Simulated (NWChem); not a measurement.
System: CuNH4O; SMILES [NH3]->[Cu][OH]

```xyz
7

Cu    -0.0098     0.1463     0.0004
O     -0.0989     1.9192    -0.0009
H      0.7915     2.2861     0.0015
N     -0.0441    -1.7882     0.0001
H      0.8891    -2.1895    -0.1053
H     -0.6125    -2.1589    -0.7636
H     -0.4315    -2.1653     0.8669
```
Atoms are numbered in this order, from 1.

All runs: NWChem. All runs use the structure optimised with PBE0/def2-SVP. GIAO values for the isolated, static molecule; σ is the absolute isotropic shielding, δ = σ(reference) − σ with the isolated reference molecule computed at the same levels (1H: tetramethylsilane, 15N: ammonia, 17O: water).

Task: Predict the results for PBE/pcSseg-1. Quantities: σ Cu1 (ppm); δ O2 (ppm); δ H3 (ppm); δ N4 (ppm); δ H5 (rotor mean) (ppm).

Result: The σ Cu1 (ppm) is 76.0 and the δ O2 (ppm) is -80.0. The δ H3 (ppm) comes out as -3.18 and the δ N4 (ppm) comes out as 9.0. The δ H5 (rotor mean) (ppm) comes out as 1.42.
